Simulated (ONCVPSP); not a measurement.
What one change does to a pseudopotential (W (Z = 74), ONCV)

ONCVPSP 4.0.1 input, shortened (lines: element, Z, core and valence counts, functional; n l f; lmax; l rc ep ncon nbas qcut; lloc lpopt rc5 dvloc0; l nproj debl; icmod fcfact rcfact), LDA (Perdew-Wang 92), fully relativistic:

```
  W 74.00   10    4  -001012      upf
    1    0    2.00
    2    0    2.00
    2    1    6.00
    3    0    2.00
    3    1    6.00
    3    2   10.00
    4    0    2.00
    4    1    6.00
    4    2   10.00
    4    3   14.00
    5    0    2.00
    5    1    6.00
    5    2    5.00
    6    0    1.00
    2
    0    1.90    0.00    3    8    6.30
    1    1.40    0.00    4    9    4.90
    2    2.85    0.00    4    9    6.50
    4    5    1.15    0.00
    0    2    1.80
    1    2    2.30
    2    2    1.00
    3    2.25    1.55
```

Open shells are filled in proportion to 2j + 1.

Change: functional PBE.

Cutoffs: the cutoffs (Ha) at which the residual kinetic energy of the hardest occupied pseudo-wave falls to 1 and 0.1 mHa per electron; they do not see the model core or the augmentation charge, which bear on the density cutoff. Errors are all-electron minus pseudo energies relative to the spin-unpolarised reference configuration.

Task: How do hardness, ghosts and transferability respond?

Result: The potential gets neither clearly harder nor softer (104 Ha and 139 Ha → 106 Ha and 140 Ha); of the 4 tests that both files solve, the error grows in 2 and shrinks in 2 by more than 15 % and 0.3 meV (median size 0.7 → 1.1 meV); neither file shows a bound ghost.

```csv
quantity,base,changed
"cutoff, loose",104 Ha,106 Ha
"cutoff, tight",139 Ha,140 Ha
loose cutoff by channel,"s 12 Ha, p 104 Ha, d 12 Ha","s 12 Ha, p 106 Ha, d 12 Ha"
bound ghosts,none,none
GHOST(+) flags under 300 eV,s at 63.5 eV,s at 66.4 eV
"error for 5s2 5p6 5d4 6s2, meV [ΔE -1.54 eV]",-0.1,-1.1
"error for 5s2 5p6 5d4 6s1, meV [ΔE 7.59 → 7.36 eV]",+1.5,+1.2
"error for 5s2 5p6 5d4 6s0, meV [ΔE 23.61 → 23.04 eV]",+0.6,+1.1
"error for 5s2 5p6 5d4 6s1.5, meV [ΔE 2.21 → 2.10 eV]",+0.7,+0.1
s: phases at 1.93 bohr within 0.05 rad from the reference energy up to (Ha; the scan ends near 5),2.0,2.1
p3/2: phases at 1.42 bohr within 0.05 rad from the reference energy up to (Ha; the scan ends near 5),to the end of the scan,to the end of the scan
p1/2: phases at 1.42 bohr within 0.05 rad from the reference energy up to (Ha; the scan ends near 5),to the end of the scan,to the end of the scan
d5/2: phases at 2.90 bohr within 0.05 rad from the reference energy up to (Ha; the scan ends near 5),4.1,4.1
d3/2: phases at 2.90 bohr within 0.05 rad from the reference energy up to (Ha; the scan ends near 5),3.9,3.9
"rms error of d²Exc/dni dnj with the model core, mHa",4.73,3.99
```
